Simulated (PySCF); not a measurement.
# Working out the ionisation energy of Fe

Fe [Ar] 3d6 4s2 (5D) → Fe⁺ [Ar] 3d6 4s1 (6D). Calculation: PySCF 2.14, in aug-cc-pVDZ; no relativity, point nucleus. Frozen: [Ar]. Energies in hartree (1 hartree = 27.21139 eV):

| part | Fe (lower) | Fe⁺ (upper) |
| --- | --- | --- |
| UHF | -1262.451471 | -1262.217411 |
| MP2 opposite-spin | -0.082738 | -0.046469 |
| MP2 same-spin | -0.074018 | -0.072640 |

Q: What does Hartree-Fock give?

A: (-1262.217411) − (-1262.451471) = 0.234060 hartree = 6.369 eV.

Q: What do MP2 and SCS-MP2 (6/5 opposite-spin, 1/3 same-spin) give?

A: The opposite-spin parts differ by 0.987 eV and the same-spin parts by 0.037 eV. MP2: 6.369 + (0.987) + (0.037) = 7.393 eV. SCS-MP2: 6.369 + 1.2 × (0.987) + (0.037)/3 = 7.566 eV.

Measured between the centres of the two terms (NIST): 7.904 eV, so MP2 (valence) is off by -0.511 eV.

The calculation is non-relativistic.

A double-zeta basis recovers only part of the correlation energy.

What remains against the reference includes basis incompleteness, the frozen core and correlation beyond second order.
